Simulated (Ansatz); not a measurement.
C₆H₁₀Si⁺, that is SiH(vinyl)3 with one electron fewer. Charge 1, multiplicity 2. Geometry B3LYP-D4/def2-SVP, that of the neutral singlet; atoms count from 1.

Cartesian coordinates in Å:
```
Si 0.092 0.014 -0.018
H 1.536 0.230 -0.329
C -0.914 1.407 -0.774
C -0.385 2.405 -1.494
H -2.003 1.408 -0.619
H 0.692 2.470 -1.689
H -0.998 3.206 -1.925
C -0.140 -0.002 1.845
C 0.855 0.177 2.724
H -1.151 -0.168 2.243
H 1.889 0.348 2.401
H 0.690 0.163 3.808
C -0.453 -1.630 -0.741
C 0.360 -2.458 -1.413
H -1.500 -1.938 -0.608
H 1.416 -2.218 -1.585
H 0.014 -3.413 -1.825
```

(1) Estimate the Mulliken populations from the PBE0/def2-TZVP orbitals of Ansatz.

(2) Where does the spin sit?

(3) And the Mayer bond orders between heavy atoms (over 0.3)?

Answers

(1) 
```tsv
atom	charge (e)	spin (α − β)
Si1	0.30	-0.04
H2	0.02	0.00
C3	-0.17	0.13
C4	-0.16	0.24
H5	0.18	0.00
H6	0.18	-0.01
H7	0.19	-0.01
C8	-0.17	0.13
C9	-0.16	0.24
H10	0.18	0.00
H11	0.18	-0.01
H12	0.19	-0.01
C13	-0.17	0.13
C14	-0.16	0.24
H15	0.18	0.00
H16	0.18	-0.01
H17	0.19	-0.01
```
Mulliken values depend strongly on the basis.

(2) Summed by element: Si -0.04, H -0.07, C 1.11, of 1 unpaired in all. Largest on single atoms: C4 0.24, C14 0.24, C9 0.24.

(3) Si1–C3 0.99 (1.88 Å); Si1–C8 0.99 (1.88 Å); Si1–C13 0.99 (1.88 Å); C3–C4 1.67 (1.34 Å); C8–C9 1.67 (1.34 Å); C13–C14 1.67 (1.34 Å).
